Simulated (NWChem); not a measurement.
Program: NWChem. System: CCl, charge 0, spin multiplicity 2, at a geometry optimised with UPBE/def2-SVP. The structure started from a generated list of species. Its SCF solution wasn't tested for a lower state. Level: UB3LYP/STO-3G, VWN1-RPA local correlation.

Job file:

```
start mol
memory heap 200 mb stack 900 mb global 1100 mb
geometry units angstroms nocenter noautoz
  C      0.000000     0.000000     1.238670
  Cl     0.000000     0.000000    -0.437178
  symmetry group C2v
end
basis spherical
  * library sto-3g
end
dft
  xc b3lyp
  odft
  mult 2
  semidirect memsize 60000000 filesize 0
  iterations 100
end
task dft energy
```

Part of the output:

```
             Northwest Computational Chemistry Package (NWChem) 7.3.0
             --------------------------------------------------------

                                NWChem Input Module
                                -------------------

 Scaling coordinates for geometry "geometry" by  1.889725989
 (inverse scale =  0.529177249)

 Turning off AUTOSYM since
 SYMMETRY directive was detected!

                             Geometry "geometry" -> ""
                             -------------------------

 Output coordinates in angstroms (scale by  1.889725989 to convert to a.u.)

  No.       Tag          Charge          X              Y              Z
 ---- ---------------- ---------- -------------- -------------- --------------
    1 C                    6.0000     0.00000000     0.00000000     1.23867000
    2 Cl                  17.0000     0.00000000     0.00000000    -0.43717800

 Effective nuclear repulsion energy (a.u.)      32.2082190019

            Nuclear Dipole moment (a.u.)
            ----------------------------
        X                 Y               Z
 ---------------- ---------------- ----------------
     0.0000000000     0.0000000000    -0.0000113384

      Symmetry information
      --------------------

 Group name             C2v
 Group number             16
 Group order               4
 No. of unique centers     2

      Symmetry unique atoms

     1    2


 Summary of "ao basis" -> "" (spherical)
 ------------------------------------------------------------------------------
       Tag                 Description            Shells   Functions and Types
 ---------------- ------------------------------  ------  ---------------------
 *                           sto-3g                   on all atoms

                                 NWChem DFT Module
                                 -----------------

 Summary of "ao basis" -> "ao basis" (spherical)
 ------------------------------------------------------------------------------
       Tag                 Description            Shells   Functions and Types
 ---------------- ------------------------------  ------  ---------------------
[...]
    12      0.970982  2 Cl px                 8     -0.269135  2 Cl px
     3      0.215827  1 C  px

 Vector   11  Occ=1.000000D+00  E=-2.519843D-01  Symmetry=a1
              MO Center=  3.4D-20,  1.4D-20,  1.1D+00, r^2= 1.6D+00
   Bfn.  Coefficient  Atom+Function         Bfn.  Coefficient  Atom+Function
  ----- ------------  ---------------      ----- ------------  ---------------
     2      0.808312  1 C  s                 14     -0.575455  2 Cl pz
     5      0.449456  1 C  pz                 1     -0.194550  1 C  s
    10      0.156557  2 Cl pz                11     -0.036063  2 Cl s

 Vector   12  Occ=0.000000D+00  E=-2.080938D-03  Symmetry=b2
              MO Center=  1.7D-39,  2.5D-24,  1.1D+00, r^2= 1.0D+00
   Bfn.  Coefficient  Atom+Function         Bfn.  Coefficient  Atom+Function
  ----- ------------  ---------------      ----- ------------  ---------------
     4      0.977445  1 C  py                13     -0.409676  2 Cl py
     9      0.105001  2 Cl py

 Vector   13  Occ=0.000000D+00  E= 5.279437D-02  Symmetry=b1
              MO Center=  4.8D-25, -3.2D-40,  1.1D+00, r^2= 9.7D-01
   Bfn.  Coefficient  Atom+Function         Bfn.  Coefficient  Atom+Function
  ----- ------------  ---------------      ----- ------------  ---------------
     3      0.987656  1 C  px                12     -0.368204  2 Cl px
     8      0.093422  2 Cl px

 Vector   14  Occ=0.000000D+00  E= 2.370066D-01  Symmetry=a1
              MO Center= -3.7D-19, -1.7D-18,  6.3D-01, r^2= 1.2D+00
   Bfn.  Coefficient  Atom+Function         Bfn.  Coefficient  Atom+Function
  ----- ------------  ---------------      ----- ------------  ---------------
     5      1.047008  1 C  pz                14      0.889712  2 Cl pz
     2     -0.541304  1 C  s                 11      0.523090  2 Cl s
    10     -0.202173  2 Cl pz                 1      0.097723  1 C  s
     7     -0.067114  2 Cl s                  6      0.025482  2 Cl s

   alpha - beta orbital overlaps
   -----------------------------

   alpha      1      2      3      4      5      6      7      8      9     10
    beta      1      2      3      4      5      6      7      8     10      9
 overlap   1.000  1.000  1.000  1.000  1.000  1.000  0.999  0.994  0.985  0.999

   alpha     11     12     13     14
    beta     11     13     12     14
 overlap   0.995  0.985  0.999  1.000

     --------------------------
     Expectation value of S2:
     --------------------------
      <S2> =      0.7519 (Exact =     0.7500)

 center of mass
 --------------
 x =   0.00000000 y =   0.00000000 z =  -0.01704182

 moments of inertia (a.u.)
 ------------------
          89.602389536507           0.000000000000           0.000000000000
           0.000000000000          89.602389536507           0.000000000000
           0.000000000000           0.000000000000           0.000000000000

     Multipole analysis of the density
     ---------------------------------

     L   x y z        total         alpha         beta         nuclear
     -   - - -        -----         -----         ----         -------
     0   0 0 0     -0.000000    -12.000000    -11.000000     23.000000

     1   1 0 0      0.000000      0.000000      0.000000      0.000000
     1   0 1 0      0.000000      0.000000      0.000000      0.000000
     1   0 0 1     -0.071432     -1.124325      1.052904     -0.000011

     2   2 0 0    -12.534729     -7.018496     -5.516233      0.000000
     2   1 1 0      0.000000      0.000000      0.000000      0.000000
     2   1 0 1      0.000000      0.000000      0.000000      0.000000
     2   0 2 0    -11.521953     -6.009476     -5.512477      0.000000
     2   0 1 1      0.000000      0.000000      0.000000      0.000000
     2   0 0 2    -13.730618    -32.015589    -26.192415     44.477386

 Task  times  cpu:        0.2s     wall:        0.2s

 Total times  cpu:        0.3s     wall:        0.3s
```
